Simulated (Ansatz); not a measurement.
Ansatz (a first-principles code) input:

Ansatz 0.2 input:
```yaml
crystal:
  periodic: [false, false, false]
  atoms:
    - {symbol: C, position_ang: [-3.17588514, -0.96959445, 0.26137878]}
    - {symbol: C, position_ang: [-1.66745658, -1.01504379, 0.03144526]}
    - {symbol: C, position_ang: [-0.99298718, 0.35332123, 0.20582500]}
    - {symbol: Si, position_ang: [0.84631877, 0.34751595, -0.03980736]}
    - {symbol: O, position_ang: [1.51867304, 1.83590393, 0.14026947]}
    - {symbol: O, position_ang: [1.44352780, -0.66771731, 1.10600348]}
    - {symbol: O, position_ang: [1.27725942, -0.10787948, -1.56961105]}
    - {symbol: H, position_ang: [-3.40356054, -0.62860731, 1.27396550]}
    - {symbol: H, position_ang: [-3.63155832, -1.95310250, 0.12862695]}
    - {symbol: H, position_ang: [-3.65730194, -0.27931822, -0.43548416]}
    - {symbol: H, position_ang: [-1.21428658, -1.73285526, 0.72009418]}
    - {symbol: H, position_ang: [-1.47267257, -1.39387932, -0.97781969]}
    - {symbol: H, position_ang: [-1.42894240, 1.07529648, -0.49300237]}
    - {symbol: H, position_ang: [-1.19836423, 0.74112175, 1.20906273]}
    - {symbol: H, position_ang: [1.82595428, 2.27055082, -0.65908119]}
    - {symbol: H, position_ang: [2.39356282, -0.66849880, 1.24952158]}
    - {symbol: H, position_ang: [1.04099811, -0.99048597, -1.86376978]}
basis:
  gaussian:
    orbitals: def2-TZVPD
hamiltonian:
  xc: {name: CAM-B3LYP}
magnetization: {spin_polarized: true, initial_magnetization: 2}
```

Task: What final total energy does it print?

Result: -635.44087 Eh (CAM-B3LYP/def2-TZVPD). The basis has 364 functions.

This state (charge 0, triplet) is run at the relaxed geometry of the species with charge 0 and multiplicity 1, and is a spin state other than that species' own.
